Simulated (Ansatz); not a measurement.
**Strength of the K–H bond: KH → H + K**

Species: KH, singlet; H atom, doublet; K atom, doublet. 

Shapes, held fixed at every level: PBE0-D4/def2-TZVP. Programs: Ansatz 0.2.0. The zero-point and thermal change to 298 K, harmonic and unscaled (PBE0-D4/def2-TZVP), is -2.2 kJ/mol.

Estimate ΔH(298 K) of this reaction.

The highest level, CCSD(T)/def2-TZVPP, gives ΔH(298 K) = +160.7 kJ/mol; the levels span +118.5 to +184.0. The column of differences is taken from that level and isn't an error. No measured value is set beside it here. Open shells run unrestricted unless RO is named. Correlated rows may include outer-core shells of K, which these sets cover unevenly. Times are processor times on shared x86 and Arm servers, and rough.

```csv
level,kind,ΔH(298 K) (kJ/mol),less CCSD(T)/def2-TZVPP,CPU time (sum over the molecules)
B3LYP-D4/def2-TZVPP,global hybrid,+178.7,+18.0,4.7 s
PBE0-D4/def2-TZVPP,global hybrid,+160.3,-0.4,1.4 s
wB97M-V/def2-TZVPP,range-separated hybrid,+184.0,+23.3,5.2 s
MP2/def2-SVP,perturbation theory,+118.5,-42.2,–
CCSD(T)/def2-SVP,coupled cluster or CI,+138.9,-21.8,1.1 s
CCSD/def2-TZVPP,coupled cluster or CI,+159.8,-0.9,–
CCSD(T)/def2-TZVPP,coupled cluster or CI,+160.7,0.0,2.9 s
```
